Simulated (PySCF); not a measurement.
Basis and Hamiltonian dependence of the excitation energy of Be

Be [He] 2s2 (1S) → Be [He] 2s1 3d1, s spin flipped. All values are computed (PySCF 2.14, energy differences of UHF-based or UKS calculations, no spin-orbit coupling). Values in eV.

```csv
basis,Hamiltonian,functions,UHF,r2SCAN,PBE0,MP2 (valence)
dyall-av3z,non-relativistic,76,7.859,7.708,8.015,8.451
dyall-acv3z,non-relativistic,76,7.859,7.708,8.015,8.451
dyall-av3z,spin-free X2C,76,7.860,7.710,8.016,8.452
aug-cc-pCVQZ-DK,spin-free X2C,109,7.774,7.642,7.946,8.375
aug-cc-pCVQZ,non-relativistic,109,7.773,7.641,7.945,8.374
```

Frozen in the all-electron rows: valence: 1s2.

In the upper determinant the s electron has its spin opposite to the other open shell, which mixes two multiplicities.
